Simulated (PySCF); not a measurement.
CH₄N, multiplicity 2. Atoms are numbered in the order given.

```xyz
6

C     -0.0123    -0.6266     0.0000
N      0.1530     0.8007     0.0000
H     -0.5836    -0.9660     0.8774
H      0.9570    -1.1256     0.0000
H     -0.5836    -0.9660    -0.8774
H     -0.7865     1.2129     0.0000
```
Charge 0, spin multiplicity 2.

The structure is a stationary point at B3LYP-D3(BJ)/def2-TZVP. The isomer is the one that the SMILES or the coordinates give; other isomers of the formula were not compared.

Method: PBE0/def2-TZVPD in PySCF.

Mulliken values depend strongly on the basis, most of all with diffuse functions as here. ESP charges are fitted to the potential on shells at 1.4 to 2.0 van der Waals radii. Atomic charges (e):

```tsv
atom	ESP fit	Mulliken	Mulliken spin
C1	0.25	-0.48	-0.06
N2	-0.57	-0.34	0.98
H3	0.00	0.21	0.05
H4	0.01	0.19	-0.01
H5	0.00	0.21	0.05
H6	0.30	0.20	-0.02
```
